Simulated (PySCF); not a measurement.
# TiBr⁻ at BHandHLYP

Computed with BHandHLYP; Ti def2-TZVPPD, Br def2-TZVPPD; no relativity (PySCF 2.14).

```json
{"state": "triplet, unpaired electrons π ↑, δ ↑, a mixture of terms (⟨Lz²⟩ = 4.6)", "bond length": "2.610 Å", "harmonic wavenumber": "211 cm⁻¹", "force constant": "0.784 mdyn/Å", "rotational constant Be": "0.08296 cm⁻¹", "anharmonicity ωexe": "1.19 cm⁻¹", "vibration–rotation constant αe": "0.000552 cm⁻¹", "bond order (Mayer)": "0.03", "dipole moment (positive dipole points towards Br; it is taken about the centre of mass and depends on that origin)": "4.55 D"}
```

De is left out where the level can put another filling of the metal’s s and d shells below the measured ground configuration, by anything from nothing to about 1 eV. Spin–orbit coupling is left out. With d or f electrons several states lie close, and the lowest PBE0 determinant need not be the measured ground state.
